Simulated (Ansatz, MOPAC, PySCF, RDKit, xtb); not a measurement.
Dimer: HF (SMILES F) (first 2 atoms) with HI (SMILES I); geometry from B3LYP-D3(BJ)/def2-TZVP, rigid monomers moved along the line of their centres of mass till H2···I3 is 2.38 Å.
(charge 0, multiplicity 1):
```xyz
4

F     -0.070     0.475    -0.241
H      0.005     0.035     0.577
I      0.192    -0.925     2.743
H      0.153     0.547     3.410
```

```tsv
level	interaction energy (kJ/mol)	cost
UFF	63.5	-
GFN-FF	-7.1	-
AM1	8.9	-
PM3	26.9	-
PM6	-4.6	-
PM7	26.2	-
GFN1-xTB	-38.8	-
GFN2-xTB	-3.8	-
HF/STO-3G (no counterpoise)	3.4	-
HF/3-21G (no counterpoise)	12.3	-
HF/def2-SVPD	6.4	-
HF/def2-TZVPPD	5.7	-
PBE/def2-TZVPPD	-11.1	×1
PBE-D3(BJ)/def2-TZVPPD	-13.5	×1
PBE-D4/def2-TZVPPD	-13.4	×1
r2SCAN/def2-TZVPPD	-9.8	×2
r2SCAN-D3(BJ)/def2-TZVPPD	-10.5	×2
r2SCAN-D4/def2-TZVPPD	-10.4	×2
B3LYP/3-21G (no counterpoise)	-0.3	-
B3LYP/def2-TZVPPD	-5.7	×1
B3LYP-D3(BJ)/def2-TZVPPD	-10.1	×1
B3LYP-D4/def2-TZVPPD	-9.3	×1
PBE0/def2-TZVPPD	-9.1	×1
PBE0-D3(BJ)/def2-TZVPPD	-11.3	×1
PBE0-D4/def2-TZVPPD	-11.1	×1
wB97X-V/def2-TZVPPD	-8.0	×4
MP2/def2-SVPD	-0.5	-
MP2/def2-TZVPPD	-3.9	-
MP2/def2-QZVPPD	-5.4	-
MP2/CBS(def2-TZVPPD, def2-QZVPPD)	-6.4	-
SCS-MP2/def2-SVPD	1.9	-
SCS-MP2/def2-TZVPPD	-1.1	-
SCS-MP2/def2-QZVPPD	-2.6	-
CCSD/def2-SVPD	1.3	-
CCSD/def2-TZVPPD	-1.7	-
CCSD/def2-QZVPPD	-3.2	-
CCSD(T)/def2-SVPD	0.2	×2
CCSD(T)/def2-TZVPPD	-3.3	×9
CCSD(T)/def2-QZVPPD	-5.0	×80*
CCSD(T)/CBS(def2-TZVPPD, def2-QZVPPD)	-6.1	×90*
```

The rows run from -38.8 (GFN1-xTB) to 63.5 kJ/mol (UFF). In def2-QZVPPD the value moves MP2 -5.4, CCSD -3.2, CCSD(T) -5.0, a shift of 0.4 from MP2 to CCSD(T). From def2-SVPD to def2-QZVPPD CCSD(T) changes by -5.1. The dispersion term adds -2.4 in PBE-D3(BJ), -2.2 in PBE-D4, -0.7 in r2SCAN-D3(BJ). The 5 functionals in def2-TZVPPD without D3 or D4 span 5.5, from PBE to B3LYP.

Monomers are frozen at their geometry in the pair; levels with a basis set take the counterpoise correction. Rows marked so take none. RDKit's UFF carries no charges.

Correlated levels freeze the cores. Filled d and f shells under p-block atoms count as core. CBS: X⁻³ extrapolation of the correlation energy, Hartree–Fock from the larger set. Rows in 3-21G, STO-3G carry no dispersion term and start afresh at each structure; the Pople sets are all-electron and without relativity. The state that AM1, PM3, PM6, PM7 reach isn't checked; PM7 holds dispersion and hydrogen-bond terms.

Codes used: Ansatz (Gaussian orbitals); MOPAC for AM1, PM3, PM6, PM7 (differences of heats of formation); PySCF for 3-21G rows, STO-3G rows, the dispersion terms; RDKit for the force fields; xtb for the GFN methods. Each number belongs to the level named beside it. In def2 rows elements past Kr take small-core potentials, without spin–orbit coupling.

Costs are rough ratios of core time to PBE/def2-TZVPPD (about 3 s over the structures, on one shared machine); a dash marks a level with no comparable run of its own. A star marks coupled-cluster runs past 200 virtual orbitals, where the program's memory plan changes under this machine's limit, so their costs aren't comparable with smaller runs.

Ansatz is a first-principles code.
